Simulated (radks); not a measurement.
Species: the lutetium ion Lu4+. Configuration: [Xe] 4f13.

All-electron calculation, Dirac Kohn-Sham, BLYP, spin-unpolarised, spherical densities, point nucleus; open shells fill j = l - 1/2 first. Program: a radial shooting solver on a logarithmic mesh with Libxc functionals.

Energy parts (hartree):
| part | energy |
|---|---|
| total | -14578.8253 |
| kinetic | 16256.4203 |
| electron-nucleus | -36140.1817 |
| Hartree | 5606.4225 |
| exchange-correlation | -301.4863 |

Orbitals (lengths in bohr, moments of r in powers of bohr; <r^-3> diverges for s and p1/2; r(max) is where P^2 peaks):
orbital  occ.  eigenvalue (hartree)   <1/r>       <r^4>  <r^-3>   r(max)  small-component weight
1s1/2       2             -2323.277   82.25   7.068e-07       -  0.01213                7.12e-02
2s1/2       2             -396.7230   19.89   0.0001075       -  0.06948                1.60e-02
2p1/2       2             -378.7165   19.86  0.00006531       -  0.05192                1.61e-02
2p3/2       4             -337.6337   16.96  0.00009202   14150  0.05844                1.46e-02
3s1/2       2             -91.30658   7.293    0.004024       -   0.1960                5.22e-03
3p1/2       2             -83.34822   7.208    0.003581       -   0.1839                5.16e-03
3p3/2       4             -74.58699   6.462    0.004619    3144   0.1974                4.75e-03
3d3/2       4             -61.08760   6.352    0.003188   539.7   0.1552                4.63e-03
3d5/2       6             -59.17512   6.173    0.003446   465.5   0.1589                4.52e-03
4s1/2       2             -19.61177   3.058     0.09656       -   0.4463                1.70e-03
4p1/2       2             -16.37169   2.948      0.1070       -   0.4472                1.61e-03
4p3/2       4             -14.37044   2.688      0.1385   718.3   0.4758                1.45e-03
4d3/2       4              -9.04422   2.469      0.1853   106.8   0.4752                1.27e-03
4d5/2       6              -8.67777   2.406      0.2014   90.28   0.4844                1.22e-03
5s1/2       2              -3.87030   1.172       3.162       -    1.032                3.67e-04
5p1/2       2              -2.93804   1.050       4.876       -    1.113                3.01e-04
5p3/2       4              -2.65456  0.9639       6.473   100.6    1.194                2.63e-04
4f5/2       6              -2.13604   1.899      0.8547   15.05   0.4625                8.12e-04
4f7/2       7              -2.07683   1.871      0.9214   14.36   0.4677                7.94e-04

The highest occupied level is 4f7/2 at -56.514 eV. The density falls to 0.001 e/bohr^3 at r = 2.92 bohr. For comparison, the ionisation energy in NIST's Atomic Spectra Database is 66.8 eV (semi-empirical). In exact Kohn-Sham theory the highest level is minus the ionisation energy, but local and semilocal functionals leave it too shallow, through self-interaction and a potential that decays too fast; potentials with the right tail come closer.

Beside tabulated values, note that spin-unpolarised runs miss the spin-polarisation part of the exchange energy of open shells.
